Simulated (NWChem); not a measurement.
AlHOClF; SMILES [OH][Al]([F])[Cl]

```xyz
5

Al    -0.0533     0.3901     0.0000
F      1.3262     1.3046     0.0000
Cl     0.1116    -1.6781     0.0000
O     -1.5799     1.0950     0.0000
H     -1.7724     2.0337     0.0000
```
Atoms are numbered in this order, from 1.

Level: PBE0/def2-SVP (NWChem), optimised geometry, unscaled harmonic frequencies. 

Q: List the harmonic frequencies with IR intensities, and the thermochemistry.

A: 
```
frequency (cm⁻¹)  IR intensity (km/mol)
----------------  ---------------------
191                                 5.2
225                                42.3
260                                41.6
344                               176.7
510                                70.0
553                               130.3
853                               172.9
975                               121.4
3991                              137.4
```

| Property | Result |
|---|---|
| zero-point energy | 11.3 kcal/mol |
| thermal correction to the enthalpy at 298.15 K (with zero-point energy) | 15.2 kcal/mol |
| heat capacity Cv | 16.3 cal/(mol K) |
| entropy at 298.15 K and 1 atm (symmetry number 1) | 74.4 cal/(mol K) |
| dipole moment | 1.91 D |

Rigid rotor and harmonic oscillator.
